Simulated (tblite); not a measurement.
Compound: C6H13BFN.
Atom-mapped SMILES: `[CH3:1][N+:2]1([CH3:3])[BH2-:4][C:5]([CH2:6][F:7])=[CH:8][CH2:9]1` (hydrogens: H10, H11, H12 on C1; H13, H14, H15 on C3; H16, H17 on B4; H18, H19 on C6; H20 on C8; H21, H22 on C9)
Bond orders are those of one Lewis drawing.

Computed with GFN2-xTB (tblite), gas phase: L-BFGS steps from a force-field or distance-geometry start until the largest atomic force falls under 0.01 eV/Å.

The end geometry, which sets the zero of energy:
```
atom  x, y, z in Å
C1     -1.2139   -1.2668    0.6194
N2     -0.9667    0.0017   -0.0620
C3     -2.2245    0.7214   -0.2119
B4      0.1807    0.8530    0.7761
C5      1.4715    0.2062    0.0747
C6      2.8522    0.2770    0.6185
F7      3.7894   -0.3594   -0.1771
C8      1.1397   -0.3934   -1.0624
C9     -0.3257   -0.2725   -1.3643
H10    -0.2718   -1.7999    0.7238
H11    -1.6181   -1.0776    1.6113
H12    -1.9194   -1.8834    0.0546
H13    -2.9475    0.1359   -0.7871
H14    -2.6379    0.9330    0.7725
H15    -2.0458    1.6678   -0.7171
H16     0.0498    0.6324    1.9362
H17     0.0493    2.0027    0.4958
H18     2.9087   -0.2002    1.6044
H19     3.1767    1.3200    0.7105
H20     1.7969   -0.8967   -1.7539
H21    -0.4994    0.5821   -2.0271
H22    -0.7546   -1.1640   -1.8357
```

**Question.** These geometries come from the run, each turned onto the end geometry. Order them by energy, lowest first.
A.
```
atom  x, y, z in Å
C1     -1.3889   -1.2639    0.6426
N2     -0.9588   -0.0470   -0.0435
C3     -2.1342    0.7855   -0.2660
B4      0.2029    0.7380    0.8583
C5      1.4976    0.1993    0.0865
C6      2.8943    0.3767    0.5650
F7      3.8482    0.1007   -0.3978
C8      1.1725   -0.3887   -1.0565
C9     -0.3018   -0.4000   -1.3249
H10    -0.5405   -1.9267    0.7940
H11    -1.8045   -1.0065    1.6155
H12    -2.1546   -1.7816    0.0553
H13    -2.8871    0.2373   -0.8372
H14    -2.5557    1.0804    0.6925
H15    -1.8534    1.6836   -0.8088
H16     0.1153    0.3929    1.9941
H17     0.0461    1.9082    0.7034
H18     3.1108   -0.2763    1.4198
H19     3.0550    1.4195    0.8601
H20     1.8493   -0.7989   -1.7880
H21    -0.5542    0.3546   -2.0779
H22    -0.6687   -1.3679   -1.6870
```
B.
```
atom  x, y, z in Å
C1     -1.5859   -1.3236    0.5658
N2     -0.9608   -0.1357   -0.0099
C3     -1.9865    0.8766   -0.2447
B4      0.2205    0.4600    1.0242
C5      1.4922    0.2996    0.0728
C6      2.9056    0.6343    0.4418
F7      3.7393   -0.4656    0.3095
C8      1.1752   -0.2116   -1.1096
C9     -0.2845   -0.4913   -1.2865
H10    -0.8255   -2.0823    0.7306
H11    -2.0386   -1.0742    1.5233
H12    -2.3564   -1.7233   -0.1011
H13    -2.7616    0.5030   -0.9210
H14    -2.4449    1.1574    0.7015
H15    -1.5247    1.7594   -0.6794
H16     0.2632   -0.2367    1.9866
H17    -0.0404    1.5916    1.2856
H18     2.9829    0.9622    1.4823
H19     3.3223    1.4053   -0.2193
H20     1.8518   -0.4413   -1.9200
H21    -0.6976    0.1025   -2.1098
H22    -0.4561   -1.5468   -1.5235
```
C.
```
atom  x, y, z in Å
C1     -1.5189   -1.2856    0.6286
N2     -0.9624   -0.0963   -0.0165
C3     -2.0417    0.8544   -0.2793
B4      0.2290    0.5827    0.9541
C5      1.5083    0.2352    0.0613
C6      2.9042    0.5271    0.4916
F7      3.8648   -0.0733   -0.3036
C8      1.1754   -0.3321   -1.0895
C9     -0.3010   -0.4878   -1.2899
H10    -0.7146   -1.9796    0.8628
H11    -2.0165   -1.0062    1.5559
H12    -2.2444   -1.7813   -0.0252
H13    -2.7687    0.4387   -0.9845
H14    -2.5513    1.1007    0.6507
H15    -1.6258    1.7707   -0.6929
H16     0.2143    0.0363    2.0097
H17     0.0300    1.7518    1.0367
H18     3.0816    0.1722    1.5135
H19     3.1075    1.6054    0.4514
H20     1.8397   -0.6640   -1.8721
H21    -0.6453    0.1647   -2.0998
H22    -0.5745   -1.5144   -1.5637
```
D.
```
atom  x, y, z in Å
C1     -1.2514   -1.2556    0.6337
N2     -0.9654   -0.0053   -0.0645
C3     -2.2077    0.7459   -0.2259
B4      0.1941    0.8232    0.7835
C5      1.4835    0.1939    0.0673
C6      2.8626    0.2867    0.6174
F7      3.8505   -0.1448   -0.2511
C8      1.1494   -0.3829   -1.0804
C9     -0.3251   -0.3144   -1.3635
H10    -0.3249   -1.8112    0.7601
H11    -1.6647   -1.0295    1.6128
H12    -1.9710   -1.8669    0.0813
H13    -2.9571    0.1624   -0.7717
H14    -2.6071    0.9988    0.7557
H15    -2.0106    1.6728   -0.7615
H16     0.0672    0.5983    1.9396
H17     0.0584    1.9748    0.5141
H18     2.9645   -0.3419    1.5111
H19     3.0954    1.3213    0.8879
H20     1.8128   -0.8462   -1.7948
H21    -0.5468    0.4912   -2.0738
H22    -0.7170   -1.2514   -1.7780
```
E.
```
atom  x, y, z in Å
C1     -1.2147   -1.2594    0.6274
N2     -0.9671    0.0042   -0.0638
C3     -2.2245    0.7245   -0.2172
B4      0.1787    0.8558    0.7792
C5      1.4716    0.2158    0.0758
C6      2.8539    0.2663    0.6194
F7      3.7863   -0.3348   -0.2098
C8      1.1424   -0.3703   -1.0688
C9     -0.3259   -0.2814   -1.3646
H10    -0.2705   -1.7854    0.7519
H11    -1.6381   -1.0659    1.6110
H12    -1.9065   -1.8860    0.0570
H13    -2.9509    0.1318   -0.7811
H14    -2.6289    0.9509    0.7680
H15    -2.0448    1.6629   -0.7371
H16     0.0394    0.6343    1.9378
H17     0.0467    2.0075    0.5038
H18     2.9122   -0.2597    1.5820
H19     3.1806    1.3039    0.7604
H20     1.8054   -0.8486   -1.7718
H21    -0.5237    0.5502   -2.0494
H22    -0.7319   -1.1973   -1.8110
```

**Answer.** E (0.003 eV), D (0.015 eV), A (0.040 eV), C (0.079 eV), B (0.165 eV).

In the order of the answer:

| step | E above end (eV) | largest force (eV/Å) | rms force component (eV/Å) | rms distance from end (Å) | rms bond change (Å) | bond most changed (Å) |
| --- | --- | --- | --- | --- | --- | --- |
| 107 | 0.003 | 0.05 | 0.016 | 0.030 | 0.001 | C6–H18 +0.002 |
| 97 | 0.015 | 0.13 | 0.038 | 0.092 | 0.002 | N2–C3 +0.004 |
| 90 | 0.040 | 0.15 | 0.036 | 0.219 | 0.003 | N2–B4 +0.011 |
| 54 | 0.079 | 0.05 | 0.022 | 0.371 | 0.006 | N2–B4 +0.024 |
| 27 | 0.165 | 0.05 | 0.014 | 0.567 | 0.007 | N2–B4 +0.023 |

The cost below is that of the whole relaxation. Hardware: one thread, Intel Xeon at 2.50 GHz (x86_64), shared host. Cost: 3.1 s of wall time.
